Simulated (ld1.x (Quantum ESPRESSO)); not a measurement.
**Varying the TM potential for neon**

Base potential:

neon, norm-conserving Troullier–Martins (Kleinman–Bylander form), made with ld1.x (Quantum ESPRESSO) 7.5 (PBE, scalar-relativistic). Core [He], reference 2s2 2p5 (charge +1). Waves: 2s (bound): rc 0.75 bohr; 2p (bound): rc 0.95 bohr. Local part: the p channel. Core correction: Bessel-smoothed model core inside 0.55 bohr.

All-electron outer shells of the reference configuration (PBE, scalar-relativistic, ld1.x):

```json
{"shell": "2s", "level (eV)": "-55.65", "outermost node (bohr)": "0.22", "outermost maximum (bohr)": "0.67"}
{"shell": "2p", "level (eV)": "-32.28", "outermost node (bohr)": "–", "outermost maximum (bohr)": "0.60"}
```

Cutoffs, loose and tight: the cutoffs (Ry, on a coarse ladder) from which the occupation-weighted sum of valence levels, in a spherical-Bessel basis at the reference potential, stays within 10 and 1 mRy of its value at 400 Ry. They do not see the model core or the augmentation charge, which bear on the density cutoff. Test errors are all-electron minus pseudo excitation energies from the reference, over the configurations 2s2 2p6; 2s2 2p4; 2s2 2p3; 2s2 2p5.5; 2s2 2p2; 2s1 2p6. A dash means not determined; rows that change the core or the reference have their own tests.

| change | outcome | cutoff, loose | cutoff, tight | bound ghosts | largest test error (meV) |
| --- | --- | --- | --- | --- | --- |
| base | generated | 200 Ry | 260 Ry | none | +342 |
| all radii but the core radius scaled by about 1.04 (s 0.78, p 0.98 bohr) | generated | 180 Ry | 260 Ry | none | +387 |
| wave 2p (bound): rc 0.95 bohr becomes 2p (bound): rc 0.72 bohr | generated | 230 Ry | over 300 Ry | none | +149 |
| core correction Bessel-smoothed model core inside 0.38 bohr | generated | 200 Ry | 260 Ry | none | +393 |
| wave 2s (bound): rc 0.75 bohr becomes 2s (bound): rc 0.50 bohr | generated | 300 Ry | over 300 Ry | none | +313 |
| reference 2s2 2p6 | generated | 180 Ry | 260 Ry | none | +393 |
| functional PBEsol | generated | 200 Ry | 260 Ry | none | +325 |
| local potential the s channel | generated | 200 Ry | 300 Ry | none | +478 |
| type RRKJ; local potential all-electron potential smoothed inside 0.95 bohr (lloc = -1) | generated | 160 Ry | 200 Ry | none | +462 |
| functional BP86 | generated | 200 Ry | 300 Ry | none | +343 |
